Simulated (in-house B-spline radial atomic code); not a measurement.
# CAM-B3LYP excitations of the niobium ion Nb⁵⁺

Method: CAM-B3LYP. Computed with an all-electron radial atomic-structure program (B-spline basis): linear response of the closed shell [Ar] 3d10 4s2 4p6 with the functional's adiabatic kernel; scalar-relativistic (spin-free one-electron X2C), finite nucleus, no spin-orbit coupling, no double excitations, S, P, D and F terms only; shells from n = 2 respond. Only terms of natural parity with L up to 3 were computed.

Command:
```bash
python run_td.py task.json out
```
Settings (radii: box in bohr, nucleus in fm):
```
Z                        41
electrons                36
configuration            [Ar] 3d10 4s2 4p6
hamiltonian              x2c
method                   camb3lyp
box_radius               16.35
rms_radius               4.324
intervals                71
```

Cost of the run: 3.9 s on 1 thread of Arm Neoverse N1, on a shared host.

The lowest states, in the order of their Tamm-Dancoff energies; the method's threshold (minus the highest occupied level) is 97.87 eV. Labels give the largest channel, * marks a mixed state, and oscillator strengths are full-response dipole values. Semilocal kernels can invert the small singlet-triplet splittings of Rydberg terms. Energies in eV:

```csv
state,full response,Tamm-Dancoff,oscillator strength
4p → 4d 3P,?,?,-
4p → 4d 3F,34.88,35.01,-
4p → 4d 1F,37.47,37.49,-
4p → 4d 1P,45.85,47.45,5.39
4p → 5s 3P,?,?,-
4p → 5s 1P,48.86,48.88,0.7
4p → 5p 3S,55.10,55.12,-
4p → 5p 3D,55.64,55.65,-
4p → 5p 1D,56.12,56.13,-
4p → 5p 1S,58.67,58.88,-
```

(1) Where does 4p → 4d 3P lie?

(2) Where does 4p → 5s 3P lie?

(3) How large is the singlet-triplet splitting of 4p → 4d (F terms) in Tamm-Dancoff?

(4) What polarisabilities and dispersion coefficient does the method give?

## Answers

(1) At 34.40 eV in full response, 34.48 eV in Tamm-Dancoff.

(2) At 48.13 eV in full response, 48.14 eV in Tamm-Dancoff.

(3) 2.48 eV, from the unrounded values.

(4) Dipole 2.281 bohr³, quadrupole 3.817 bohr⁵, C6 7.179 hartree·bohr⁶ for two such species.
